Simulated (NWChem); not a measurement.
Species: MoNH2SOF; SMILES [OH][Mo](=[S])([F])=[NH]

```xyz
7

Mo    -0.0286    -0.1576    -0.0579
N     -0.0676    -0.8316     1.5104
H     -0.1441    -0.7907     2.5260
S     -0.1339     1.9433     0.1303
F     -1.4865    -0.7976    -0.9989
O      1.5870    -0.6266    -0.8507
H      2.2186    -1.2426    -0.4600
```
Atoms are numbered in this order, from 1.

Level: PBE0/def2-SVP with def2 effective core potentials on Mo (NWChem), optimised geometry, unscaled harmonic frequencies. def2 effective core potentials on Mo; no spin-orbit coupling.

```csv
frequency (cm⁻¹),IR intensity (km/mol)
187,1.4
196,1.4
222,1.3
253,23.9
266,10.6
354,57.3
541,263.0
584,63.8
601,117.6
673,99.8
704,157.3
776,99.8
1045,112.3
3620,209.9
3899,280.6
```

zero-point energy: 19.9 kcal/mol
thermal correction to the enthalpy at 298.15 K (with zero-point energy): 24.7 kcal/mol
heat capacity Cv: 22.5 cal/(mol K)
entropy at 298.15 K and 1 atm (symmetry number 1): 82.2 cal/(mol K)

Rigid rotor and harmonic oscillator.
